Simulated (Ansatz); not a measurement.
C2H6Cl2FHfN (`C[N](C)[Hf]([F])([Cl])[Cl]`), 13 atoms. Total charge 0; spin multiplicity 1. Correlated methods include outer-core shells of Hf, which these sets cover unevenly. Hf: def2 effective core potential. Hardware: A = 2 threads of an AMD EPYC 7R13 on a shared host and a share of an NVIDIA H100 80 GB; B = 2 threads of an AMD EPYC 7R13 on a shared host. Correlated methods freeze the cores. Open-shell runs search over several starts.

(1) Give the basis size and wall time and peak host memory of each of these runs in Ansatz. UHF-MP2/def2-QZVPP energy of the cation [A]; RKS PBE0-D4/def2-SVP energy [B]; UKS ωB97X-V/def2-TZVPP energy of the cation [A]; RHF-CCSD(T)/def2-TZVPP energy [A]; RKS r2SCAN-D4/def2-TZVPP energy and forces [A]; RHF-CCSD(T)/def2-SVP energy [A]; RKS PBE0-D4/def2-TZVP relaxation (15 steps) [A]; RKS PBE0-D4/def2-TZVPP energy [A]; RKS ωB97M-V/def2-QZVPP energy [A]; RHF-MP2/def2-QZVPP energy [A]; UKS r2SCAN-D4/def2-TZVPP energy of the cation [A]; RKS BHLYP-D4/def2-TZVPP energy [A]. (Estimate.)

## Answers

(1) Computed: Other jobs shared the machine, so times are rough.

| level | job | functions | wall time | peak host memory (GiB) |
| --- | --- | --- | --- | --- |
| RHF-CCSD(T)/def2-SVP | energy [A] | 154 | 2.1 s | 0.91 |
| RKS BHLYP-D4/def2-TZVPP | energy [A] | 348 | 2.2 s | 0.92 |
| RKS PBE0-D4/def2-TZVPP | energy [A] | 348 | 3 s | 0.91 |
| RKS r2SCAN-D4/def2-TZVPP | energy and forces [A] | 348 | 3.6 s | 0.95 |
| RKS PBE0-D4/def2-SVP | energy [B] | 154 | 3.9 s | 0.91 |
| RHF-MP2/def2-QZVPP | energy [A] | 629 | 4.9 s | 1.3 |
| UKS ωB97X-V/def2-TZVPP | energy of the cation [A] | 348 | 8.5 s | 1.2 |
| UKS r2SCAN-D4/def2-TZVPP | energy of the cation [A] | 348 | 9 s | 1.1 |
| UHF-MP2/def2-QZVPP | energy of the cation [A] | 629 | 11 s | 1.4 |
| RHF-CCSD(T)/def2-TZVPP | energy [A] | 348 | 12 s | 0.91 |
| RKS ωB97M-V/def2-QZVPP | energy [A] | 629 | 17 s | 1.4 |
| RKS PBE0-D4/def2-TZVP | relaxation (15 steps) [A] | 274 | 34 s | 0.98 |
